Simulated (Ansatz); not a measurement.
Geometry optimisation, RKS PBE-D4/def2-SVP in Ansatz 0.2.0.

Input:

```yaml
crystal:
  periodic: [false, false, false]
  atoms:
    - { symbol: F, position_ang: [-0.8507, 1.6164, -0.466] }
    - { symbol: C, position_ang: [0.1917, 1.2409, 0.2535] }
    - { symbol: Al, position_ang: [0.463, -0.6983, -0.0682] }
    - { symbol: S, position_ang: [-1.0546, -2.1798, 0.4674] }
    - { symbol: H, position_ang: [0.0103, 1.4141, 1.3156] }
    - { symbol: H, position_ang: [1.0929, 1.8278, -0.066] }
    - { symbol: H, position_ang: [1.9024, -1.2037, -0.6748] }
    - { symbol: H, position_ang: [-1.663, -2.0744, -0.8172] }
basis:
  gaussian: { orbitals: def2-SVP }
hamiltonian:
  xc: pbe
  dispersion: d4
relax:
  f_tol: 0.02
  max_steps: 40
```

Launched with:

```bash
$ ansatz run input.yaml --threads 1 --pin off --max-ram 2048MiB --backend cpu --events-out ev --progress --plain --runs-dir out
```

**Question.** Where does it end, and by what steps?

**Answer.** It converged. After 13 steps the energy has fallen by 0.649 eV; H8 moved furthest, 1.05 Å.

```csv
step,energy less start (eV),largest force component (eV/Å),accepted
0,0.0000,2.890,yes
1,-0.1978,1.219,yes
2,-0.2355,0.340,yes
3,-0.2439,0.128,yes
4,-0.2660,0.543,yes
5,-0.3070,1.044,yes
6,-0.4122,0.846,yes
7,-0.5176,0.971,yes
8,-0.6194,0.328,yes
9,-0.6396,0.287,yes
10,-0.6469,0.166,yes
11,-0.6477,0.102,yes
12,-0.6494,0.031,yes
13,-0.6495,0.011,yes
```

```xyz
8
Properties=species:S:1:pos:R:3
F -1.261 1.150 -0.041
C 0.130 1.070 0.154
Al 0.718 -0.834 -0.027
S -0.943 -2.205 -0.425
H 0.375 1.492 1.158
H 0.633 1.742 -0.583
H 2.221 -1.351 0.103
H -1.780 -1.122 -0.395
```

Whether the end is a true minimum wasn't checked by a vibrational analysis.

Time of the run: 60 s on 1 thread of Intel(R) Xeon(R) Platinum 8259CL CPU @ 2.50GHz (Skylake/Cascade Lake) (shared host), peak memory 0.16 GiB.
